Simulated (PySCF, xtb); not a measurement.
Al(F)2(SMe) (CH3AlF2S), SMILES [S]([Al]([F])[F])C. Other conformers were not sampled.

Harmonic wavenumbers (cm⁻¹) from GFN2-xTB in xtb at its own minimum, in rising order: 59, 108, 117, 172, 210, 226, 455, 697, 742, 845, 945, 951, 1320, 1432, 1448, 3025, 3043, 3045.

Problem. What does PBE-D3(BJ)/def2-SVP (PySCF) give at its own minimum? (Estimate from the structure and the level; the computed values follow.)

Solution. 61, 98, 125, 210, 234, 239, 473, 677, 797, 928, 934, 949, 1285, 1406, 1408, 2994, 3105, 3113. Paired by order, the mean absolute difference is 30 cm⁻¹ and the zero-point energies are 26.9 and 27.2 kcal/mol.
